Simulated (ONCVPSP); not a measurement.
# Pseudopotential generation for strontium: ONCV, PBE, scalar-relativistic.

The input file (ONCVPSP 4.0.1):

```
# ATOM AND REFERENCE CONFIGURATION
# atsym  z   nc   nv     iexc    psfile
  Sr 38.00    6    3        4      upf
#
#   n    l    f
    1    0    2.00
    2    0    2.00
    2    1    6.00
    3    0    2.00
    3    1    6.00
    3    2   10.00
    4    0    2.00
    4    1    6.00
    5    0    2.00
#
# PSEUDOPOTENTIAL AND OPTIMIZATION
# lmax
    2
#
#   l,   rc,      ep,       ncon, nbas, qcut
    0    2.15    0.00    4    8    5.40
    1    1.60    0.00    5    9    5.60
    2    2.35    0.21    3    7    4.70
#
# LOCAL POTENTIAL
# lloc, lpopt,  rc(5),   dvloc0
    4    5    1.20    1.00
#
# VANDERBILT-KLEINMAN-BYLANDER PROJECTORs
# l, nproj, debl
    0    2    1.70
    1    2    2.50
    2    2    2.00
#
# MODEL CORE CHARGE
# icmod, fcfact, rcfact
    0    0.00    0.00
#
# LOG DERIVATIVE ANALYSIS
# epsh1, epsh2, depsh
   -3.00    5.00    0.02
#
# OUTPUT GRID
# rlmax, drl
    6.00    0.01
#
# TEST CONFIGURATIONS
# ncnf
    4
# nvcnf
#   n    l    f
    3
    4    0    2.00
    4    1    6.00
    5    0    1.00
#
    3
    4    0    2.00
    4    1    6.00
    5    0    0.00
#
    3
    4    0    2.00
    4    1    6.00
    5    0    1.50
#
    4
    4    0    2.00
    4    1    6.00
    5    0    1.50
    4    2    0.50
#
```

Command:

```bash
oncvpsp.x < Sr.dat > Sr.out
```

Output (shortened: citation, most of the input echo, consistency checks and plot data are left out):

```
ONCVPSP  (Optimized Norm-Conservinng Vanderbilt PSeudopotential)
scalar-relativistic version 4.0.1

#   n    l    f        energy (Ha)
    1    0    2.00    -5.8568928E+02
    2    0    2.00    -7.9306058E+01
    2    1    6.00    -7.0466507E+01
    3    0    2.00    -1.2266173E+01
    3    1    6.00    -9.4134686E+00
    3    2   10.00    -4.7044724E+00
    4    0    2.00    -1.5030625E+00
    4    1    6.00    -8.3869822E-01
    5    0    2.00    -1.2958662E-01

Reference configufation results
  iterations    20
  all-electron total energy (Ha)   -3.17949285D+03

Begin loop to  construct optimized pseudo wave functions
and semi-local pseudopoentials for all angular momenta

Calculating optimized projector #   1

 for l=   0

    Fraction of norm inside rc  0.936586
    Optimizing pswf for qcut=   5.41 a_B^-1,  ecut=  14.61 Ha
    Residual kinetic energy error=  6.11D-06 Ha

    Energy error per electron        Cutoff
         Ha          eV             Ha
         0.01000     0.27211        6.79
         0.00100     0.02721       10.16
         0.00010     0.00272       12.29
         0.00001     0.00027       14.44

Calculating optimized projector #   2

 for l=   0

    Fraction of norm inside rc  0.048169
    Optimizing pswf for qcut=   5.41 a_B^-1,  ecut=  14.61 Ha
    Residual kinetic energy error=  5.33D-06 Ha

    Energy error per electron        Cutoff
         Ha          eV             Ha
         0.01000     0.27211        2.51
         0.00100     0.02721        8.57
         0.00010     0.00272       11.58
         0.00001     0.00027       14.09

   Wellstate for l =  1  n =  6
     eigenvalue =   1.6613
     asymptotic potential =   2.1613
     half-point radius =  3.8378

Calculating optimized projector #   1

 for l=   1

    Fraction of norm inside rc  0.581667
    Optimizing pswf for qcut=   5.60 a_B^-1,  ecut=  15.70 Ha
    Residual kinetic energy error=  1.70D-03 Ha

    Energy error per electron        Cutoff
         Ha          eV             Ha
         0.01000     0.27211        7.30
         0.00100     0.02721       19.12
         0.00010     0.00272       87.12
         0.00001     0.00027      102.98

Calculating optimized projector #   2

 for l=   1

    Fraction of norm inside rc  0.079479
    Optimizing pswf for qcut=   5.60 a_B^-1,  ecut=  15.70 Ha
    Residual kinetic energy error=  1.57D-03 Ha

    Energy error per electron        Cutoff
         Ha          eV             Ha
         0.01000     0.27211        6.71
         0.00100     0.02721       16.95
         0.00010     0.00272       36.94
         0.00001     0.00027       86.41

WARNING wellstate: moderately localized bound state found for n= 4 l=  2
WARNING scattering state with energy  0.05000000
WARNING will be used for the first projector

   Wellstate for l =  2  n =  5
     eigenvalue =   0.0500
     asymptotic potential =   0.5500
     half-point radius = 25.6513

   Wellstate for l =  2  n =  6
     eigenvalue =   2.0500
     asymptotic potential =   2.5500
     half-point radius =  4.1289

Calculating optimized projector #   1

 for l=   2

    Fraction of norm inside rc  0.077424
    Optimizing pswf for qcut=   4.69 a_B^-1,  ecut=  11.01 Ha
    Residual kinetic energy error=  1.06D-05 Ha

    Energy error per electron        Cutoff
         Ha          eV             Ha
         0.01000     0.27211        4.41
         0.00100     0.02721        7.04
         0.00010     0.00272        9.11
         0.00001     0.00027       11.80

Calculating optimized projector #   2

 for l=   2

    Fraction of norm inside rc  0.189114
    Optimizing pswf for qcut=   4.69 a_B^-1,  ecut=  11.01 Ha
    Residual kinetic energy error=  1.98D-03 Ha

    Energy error per electron        Cutoff
         Ha          eV             Ha
         0.01000     0.27211        9.08
         0.00100     0.02721       12.01
         0.00010     0.00272       36.99
         0.00001     0.00027       50.82

Construct Vanderbilt / Kleinmman-Bylander projectors

B matrix Hermiticity error, ll=   0
   1   2    7.4550E-05

  Orthonormal projector coefficients  7.3319E+00  1.0251E+00

B matrix Hermiticity error, ll=   1
   1   2   -2.1419E-04

  Orthonormal projector coefficients  6.4503E+00  1.3399E+00

B matrix Hermiticity error, ll=   2
   1   2    3.9133E-05

  Orthonormal projector coefficients  2.3016E+00 -1.9470E+00

Pseudoatom total energy  -30.816348

Diagnostic tests using Vanderbilt-Kleinman-Bylander pseudopotentials
  1 or more projectors used as specified by nproj input data

   l    rcore       rmatch      e in        delta e   norm test  slope test

   0   2.1544366   2.2198499  -1.5030625   0.0000004   1.0000901   1.0000862
   0   2.1544366   2.2198499  -0.1295866   0.0000011   1.0000210   1.0000176

   1   1.6070621   1.6558560  -0.8386982  -0.0000066   1.0000710   1.0000914
   1   1.6070621   1.6558560   1.6613018   0.0000085   1.0003081   1.0003081

   2   2.3566952   2.4282496   0.0500000  -0.0000357   1.0000131   1.0000131
   2   2.3566952   2.4282496   2.0500000  -0.0000764   1.0001537   1.0001537

 Testing for bound ghosts
   n   l    E NL Schr. Eq   E Basis Diag.   E Cutoff

   1   0       -1.503062       -1.503061     56.91
   2   0       -0.129586       -0.087174     56.91

   2   1       -0.838705       -0.837722    152.76

   3   2       -0.047100       -0.033973     46.42

 Testing for highly-localized positive-energy ghosts
       l    <radius>/rc     E Basis Diag.   E Cutoff

       0        0.719600        3.551279     56.91  WARNING - GHOST(+)

Test configuration 0

   n   l     f        eae           eps        diff
   1   0  2.0000 -585.68928267
   2   0  2.0000  -79.30605834
   2   1  6.0000  -70.46650741
   3   0  2.0000  -12.26617313
   3   1  6.0000   -9.41346860
   3   2 10.0000   -4.70447241
   4   0  2.0000   -1.50306254   -1.50306213    4.09D-07
   4   1  6.0000   -0.83869822   -0.83870481   -6.59D-06
   5   0  2.0000   -0.12958662   -0.12958551    1.11D-06

    Total energies and differences
      AE_ref= -3.17949285D+03  AE_tst= -3.17949285D+03  dif=  0.00D+00
      PS_ref= -3.08163476D+01  PS_tst= -3.08163476D+01  dif=  2.13D-14
      PSP excitation error= -2.13D-14

Test configuration 1

   n   l     f        eae           eps        diff
   1   0  2.0000 -585.92572356
   2   0  2.0000  -79.54203432
   2   1  6.0000  -70.70250960
   3   0  2.0000  -12.50169746
   3   1  6.0000   -9.64896397
   3   2 10.0000   -4.93992021
   4   0  2.0000   -1.73573789   -1.73597489   -2.37D-04
   4   1  6.0000   -1.06992142   -1.06996200   -4.06D-05
   5   0  1.0000   -0.30679261   -0.30680380   -1.12D-05

    Total energies and differences
      AE_ref= -3.17949285D+03  AE_tst= -3.17927657D+03  dif=  2.16D-01
      PS_ref= -3.08163476D+01  PS_tst= -3.06000469D+01  dif=  2.16D-01
      PSP excitation error= -1.95D-05

Test configuration 2

   n   l     f        eae           eps        diff
   1   0  2.0000 -586.20863026
   2   0  2.0000  -79.82407011
   2   1  6.0000  -70.98458850
   3   0  2.0000  -12.78288192
   3   1  6.0000   -9.93009147
   3   2 10.0000   -5.22095918
   4   0  2.0000   -2.01109303   -2.01178319   -6.90D-04
   4   1  6.0000   -1.34197043   -1.34211224   -1.42D-04

    Total energies and differences
      AE_ref= -3.17949285D+03  AE_tst= -3.17887211D+03  dif=  6.21D-01
      PS_ref= -3.08163476D+01  PS_tst= -3.01955222D+01  dif=  6.21D-01
      PSP excitation error= -7.91D-05

Test configuration 3

   n   l     f        eae           eps        diff
   1   0  2.0000 -585.80116947
   2   0  2.0000  -79.41776390
   2   1  6.0000  -70.57822329
   3   0  2.0000  -12.37770295
   3   1  6.0000   -9.52498716
   3   2 10.0000   -4.81597225
   4   0  2.0000   -1.61349421   -1.61358648   -9.23D-05
   4   1  6.0000   -0.94857998   -0.94859788   -1.79D-05
   5   0  1.5000   -0.21536477   -0.21536692   -2.15D-06

    Total energies and differences
      AE_ref= -3.17949285D+03  AE_tst= -3.17940689D+03  dif=  8.60D-02
      PS_ref= -3.08163476D+01  PS_tst= -3.07303789D+01  dif=  8.60D-02
      PSP excitation error= -6.58D-06

Test configuration 4

   n   l     f        eae           eps        diff
   1   0  2.0000 -585.66945862
   2   0  2.0000  -79.28378153
   2   1  6.0000  -70.44442702
   3   0  2.0000  -12.24415948
   3   1  6.0000   -9.39142946
   3   2 10.0000   -4.68222763
   4   0  2.0000   -1.48138511   -1.48205668   -6.72D-04
   4   1  6.0000   -0.81885305   -0.81908910   -2.36D-04
   5   0  1.5000   -0.12383206   -0.12384648   -1.44D-05
   4   2  0.5000   -0.03808887   -0.03807314    1.57D-05

    Total energies and differences
      AE_ref= -3.17949285D+03  AE_tst= -3.17945074D+03  dif=  4.21D-02
      PS_ref= -3.08163476D+01  PS_tst= -3.07742035D+01  dif=  4.21D-02
      PSP excitation error= -3.56D-05
```

The run took about 5.1 s on one core of a shared server CPU.
